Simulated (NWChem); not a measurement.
MoS2Cl2; SMILES [S]=[Mo](=[S])([Cl])[Cl]

All runs: NWChem. All runs use the structure optimised with PBE0/def2-SVP. def2 effective core potentials on Mo; no spin-orbit coupling. Level B3LYP/def2-SVP: energy and gradient on several grids; changes count from the extra-fine grid, which is no exact limit either.

Question: Which is the coarsest grid (fine; xfine; coarse; medium; xcoarse) from which on the energy stays within 500 μHa and each gradient component within 500 μHa/bohr of xfine?

Answer: xcoarse.
```json
[
 {"grid": "xcoarse", "size of the energy change (μHa)": "60", "largest change of a gradient component (μHa/bohr)": "100"},
 {"grid": "coarse", "size of the energy change (μHa)": "< 10", "largest change of a gradient component (μHa/bohr)": "< 30"},
 {"grid": "medium", "size of the energy change (μHa)": "< 10", "largest change of a gradient component (μHa/bohr)": "< 30"},
 {"grid": "fine", "size of the energy change (μHa)": "< 10", "largest change of a gradient component (μHa/bohr)": "< 30"},
 {"grid": "xfine", "size of the energy change (μHa)": "< 10", "largest change of a gradient component (μHa/bohr)": "< 30"}
]
```
